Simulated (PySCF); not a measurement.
Several molecules and their computed UV-vis stick spectra, shuffled. Method: TDDFT PBE0/def2-SVPD, vertical, gas phase, core orbitals frozen in the response (PySCF 2.14.0, density-fitted response routines). Geometries: GFN2-xTB; one conformer of each isolated species. Triplets are in the Tamm–Dancoff approximation.

A. `[Si@H]1(C=O)[SiH2]C[SiH2]O1`
B. `FC(F)(F)P1CC=CC1`
C. `OC[C@@H]1CC=NC1`
D. `C=CC(=O)N(C)C`
E. `[H]/N=C1\C[C@@H](C)[C@H]1O`

Lowest singlet levels (six at most, fewer where fewer were computed) with oscillator strengths:

1. 3.11 eV (f 0.004); 5.23 eV (f 0.008); 5.51 eV (f 0.019); 5.71 eV (f 0.087); 6.15 eV (f 0.001); 6.22 eV (f 0.001); T1 2.39 eV
2. 5.04 eV (f 0.002); 6.00 eV (f 0.023); 6.90 eV (f 0.033); 7.10 eV (f 0.006); 7.31 eV (f 0.004); 7.45 eV (f 0.016); T1 4.31 eV
3. 6.39 eV (f 0.008); 6.45 eV (f 0.007); 6.58 eV (f 0.052); 6.66 eV (f 0.021); 6.92 eV (f 0.000); 7.20 eV (f 0.001); T1 4.35 eV
4. 4.61 eV (f 0.005); 5.12 eV (f 0.074); 6.36 eV (f 0.026); 6.64 eV (f 0.356); 6.77 eV (f 0.030); 7.26 eV (f 0.018); T1 3.84 eV
5. 5.43 eV (f 0.002); 6.77 eV (f 0.017); 7.07 eV (f 0.038); 7.14 eV (f 0.011); 7.35 eV (f 0.013); 7.53 eV (f 0.053); T1 4.56 eV

**Question.** Which spectrum belongs to which structure?

**Answer.** 1 = A, 2 = E, 3 = B, 4 = D, 5 = C.
- A: S1 at 3.11 eV, HOMO→LUMO (96%); Löwdin shares by element: HOMO oxygen 47% or more, carbon 20% or more, silicon 12% or more, hydrogen 9% or more; LUMO carbon 38% or more, oxygen 31% or more, silicon 13% or more, hydrogen 5% or more; HOMO -6.98 and LUMO -1.77 eV.
- B: S1 at 6.39 eV, HOMO-1→LUMO (83%), HOMO→LUMO (16%); Löwdin shares by element: HOMO carbon 60% or more, phosphorus 10% (atoms not listed hold the other 29%); LUMO carbon 64% or more, phosphorus 8% (atoms not listed hold the other 28%); HOMO -7.51 and LUMO 0.02 eV; point group Cs, 1 of its 6 listed states under f = 0.0005.
- C: S1 at 5.43 eV, HOMO→LUMO (96%); Löwdin shares by element: HOMO nitrogen 56%, carbon 18% or more, oxygen 7% (atoms not listed hold the other 19%); LUMO carbon 44% or more, nitrogen 36%, hydrogen 7% or more; HOMO -7.35 and LUMO 0.05 eV.
- D: S1 at 4.61 eV, HOMO-1→LUMO (93%); Löwdin shares by element: HOMO nitrogen 42%, oxygen 26%, carbon 13% or more (atoms not listed hold the other 19%); LUMO carbon 68% or more, oxygen 10% (atoms not listed hold the other 22%); HOMO -6.98 and LUMO -0.95 eV.
- E: S1 at 5.04 eV, HOMO→LUMO (97%); Löwdin shares by element: HOMO nitrogen 49%, carbon 33% or more (atoms not listed hold the other 18%); LUMO carbon 43% or more, nitrogen 29% (atoms not listed hold the other 28%); HOMO -7.42 and LUMO -0.50 eV.
